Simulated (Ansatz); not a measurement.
Computed with Ansatz on PBE0-D4/def2-TZVP structures; ΔE is electronic, products minus reactants. CCSD(T)/CBS is the MP2 limit (def2-TZVPP, def2-QZVPP) plus CCSD(T) − MP2 in def2-TZVPP, frozen cores. This one scheme is used for every species. DFT in def2-TZVPP. B3LYP here is the variant with VWN-RPA as its local correlation; programs differ in this. One conformer a species, not always the lowest.

Reaction (ligand exchange at a B–Cl bond): `NCBCl` + CH₃OH → `COBCN` + HCl

`NCBCl`:

```xyz
9

N    -0.774    0.247   -1.077
C     0.000   -0.528   -0.135
B     0.919    0.241    0.846
Cl    0.805    1.975    1.041
H    -1.130    1.094   -0.655
H    -1.553   -0.276   -1.449
H    -0.599   -1.165    0.553
H     0.633   -1.254   -0.665
H     1.700   -0.331    1.542
```

CH₃OH:

```xyz
6

C    -0.058   -0.291   -0.198
O    -0.360    0.733    0.722
H    -0.946   -0.917   -0.283
H     0.774   -0.923    0.138
H     0.180    0.100   -1.195
H     0.410    1.297    0.815
```

`COBCN`:

```xyz
13

C     1.226    0.704    2.015
O     1.025    0.486    0.636
B    -0.123   -0.017    0.146
C    -0.235   -0.279   -1.396
N    -1.615   -0.435   -1.842
H     2.081    0.112    2.349
H     1.447    1.761    2.179
H     0.342    0.425    2.595
H    -1.021   -0.286    0.908
H     0.414   -1.150   -1.615
H     0.227    0.559   -1.931
H    -1.661   -0.786   -2.789
H    -2.107   -1.095   -1.254
```

HCl:

```xyz
2

Cl    0.215   -0.393   -0.456
H    -0.215    0.393    0.456
```

Is it downhill or uphill in electronic energy at CCSD(T)/CBS, and by how much? (Best estimate.)

Ansatz gave: Downhill: ΔE = -10.7 kcal/mol.

What do these levels give: B3LYP-D4, B3LYP, MP2/def2-TZVPP, SCS-MP2/def2-TZVPP, HF/CBS(def2), MP2/CBS(def2)? (Estimate.)

The calculation gave: B3LYP-D4 -11.1, B3LYP -11.2, MP2/def2-TZVPP -10.4, SCS-MP2/def2-TZVPP -11.1, HF/CBS(def2) -11.8, MP2/CBS(def2) -9.6 kcal/mol.

Largest T1 diagnostic among the species: 0.012.
